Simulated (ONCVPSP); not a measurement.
Reading a pseudo-wave (phosphorus)

Columns: radius, all-electron u(r) and pseudo u(r) of the 2s shell (level -175.59 eV) of phosphorus in the configuration [He] 2s2 2p6 3s1 3p4; PW91, scalar-relativistic, ONCV scheme, ONCVPSP 4.0.1.

| r (bohr) | all-electron | pseudo |
| --- | --- | --- |
| 0.047 | -0.6626 | 0.2448 |
| 0.095 | -0.4597 | 0.4861 |
| 0.142 | 0.0062 | 0.7050 |
| 0.190 | 0.4918 | 0.9024 |
| 0.237 | 0.8809 | 1.0642 |
| 0.285 | 1.1652 | 1.1940 |
| 0.332 | 1.3375 | 1.2840 |
| 0.380 | 1.4250 | 1.3380 |
| 0.427 | 1.4435 | 1.3546 |
| 0.475 | 1.4126 | 1.3385 |
| 0.522 | 1.3491 | 1.2960 |
| 0.570 | 1.2628 | 1.2311 |
| 0.617 | 1.1664 | 1.1509 |
| 0.665 | 1.0628 | 1.0572 |
| 0.712 | 0.9611 | 0.9595 |
| 0.760 | 0.8603 | 0.8598 |
| 0.807 | 0.7669 | 0.7665 |
| 0.855 | 0.6779 | 0.6776 |
| 0.902 | 0.5980 | 0.5978 |
| 0.950 | 0.5239 | 0.5237 |
| 0.997 | 0.4586 | 0.4584 |
| 1.045 | 0.3991 | 0.3989 |
| 1.092 | 0.3474 | 0.3473 |
| 1.140 | 0.3008 | 0.3007 |
| 1.187 | 0.2608 | 0.2607 |
| 1.235 | 0.2250 | 0.2249 |

Q: How many radial nodes do the two functions have?

A: The all-electron 2s function has n − l − 1 = 1; the pseudo-wave has 0, since the states of the same l below it are removed with the core.

Q: At about which radius was the pseudo-wave matched?

A: 0.85 bohr. The columns agree to 0.0005 from 0.76 bohr on; several derivatives are matched, so the curves merge somewhat inside the radius.

Q: Is the pseudo-wave norm-conserving?

A: Yes: the ONCV scheme keeps the norm inside the radius equal to the all-electron one, which fixes the energy derivative of the logarithmic derivative at the level.
